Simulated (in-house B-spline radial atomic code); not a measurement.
The numbers below are computed, except where a source is named.
Making a Troullier-Martins p channel for C, r_c = 2.01 bohr

C, [He] 2s2 2p2, non-relativistic LDA (VWN5), spherical and spin-unpolarised, from a B-spline radial code for spherical atoms (atomic units). The all-electron 2p level is ε = -0.199186 hartree and its outer maximum at 1.19 bohr.

Inside r_c the pseudo-orbital is u(r) = r^2 exp(p(r)), with p = c0 + c2 r² + c4 r⁴ + … + c12 r¹². The seven coefficients follow from p and its first four derivatives at r_c, from zero curvature of the screened potential at the origin, c4 = −c2²/(2l + 5), and from the norm inside r_c. At r_c the all-electron orbital has P = 0.5782097, P' = -0.2295512, the screened potential V = -0.4815899, V' = 0.4967548, V'' = -0.7546453, and the norm inside is Q = 0.6656448.

(1) What are p, p' and p'' at r_c?

For a trial c2 the five matching conditions are linear in c0, c6, c8, c10 and c12, and c2 is varied until the norm inside r_c equals Q. The root nearest zero gives:

```
 n            c_n
 0      0.6118501
 2     -0.9154539
 4     -0.1197223
 6      0.1498882
 8    -0.04429746
10    0.005874767
12  -0.0003010467
```

(2) Check c4 and p(r_c), and find the screened pseudopotential at the origin.

Orbitals and screened potentials:

```
r (bohr)       P        u  V all-electron  V pseudo
   0.201  0.1473  0.07177          -21.33    -4.769
   0.502  0.4571   0.3669          -5.908    -4.517
   0.804  0.6408   0.6487          -2.788    -3.525
   1.106  0.7044   0.7443          -1.591    -1.996
   1.407  0.6934   0.7092         -0.9992   -0.8624
   1.708   0.644   0.6451         -0.6742   -0.5507
    2.01  0.5782   0.5782         -0.4816   -0.4816
```

Logarithmic derivatives P'/P at R = 2.31 bohr, for energies E around ε:

| E − ε (hartree) | all-electron | pseudo |
| --- | --- | --- |
| -0.5 | 0.842674 | 0.851059 |
| -0.25 | 0.420519 | 0.425824 |
| -0.1 | 0.00240435 | 0.00418748 |
| 0 | -0.453182 | -0.453182 |
| 0.1 | -1.28541 | -1.27744 |
| 0.25 | -7.50434 | -6.83334 |
| 0.5 | 3.28986 | 3.65309 |

(3) With P(R) = 0.5087012 and a norm of 0.7543752 inside R, what slope in energy does norm conservation fix?

Results:

(1) p = ln(P/r_c^2) = ln(0.5782097/4.0401) = -1.94409. p' = P'/P − 2/r_c = -0.39700 − 0.99502 = -1.39203. The radial equation gives p'' = 2(V − ε) − 2(2) p'/r_c − p'² = -0.56481 − (-2.77020) − 1.93774 = 0.26766. Differentiating, p''' = 2V' + 2(2)p'/r_c² − 2(2)p''/r_c − 2p'p'' = -0.17218, and p'''' = 2V'' − 4(2)p'/r_c³ + 4(2)p''/r_c² − 2(2)p'''/r_c − 2p''² − 2p'p''' = 0.11207.

(2) −c2²/7 = -0.119722, as listed. The terms c_n r_c^n are 0.61185, -3.69853, -1.95416, 9.88425, -11.80177, 6.32341, -1.30914, which sum to -1.94409. Inverting the radial equation, V_l(r) = ε + 2 p'/r + (p'' + p'²)/2, so V_l(0) = ε + (2l + 3) c2 = -0.199186 + 5 × (-0.915454) = -4.7765 hartree, finite where the all-electron potential diverges.

(3) d(P'/P)/dE = −2 × (norm inside R)/P(R)² = -5.8303 per hartree·bohr at E = ε, for both atoms, since orbital and norm agree at R. Differences over ±0.1 hartree give -6.4391 (all-electron) and -6.4081 (pseudo), which also hold third-order terms. Half a hartree below ε the two curves differ by +0.0084.
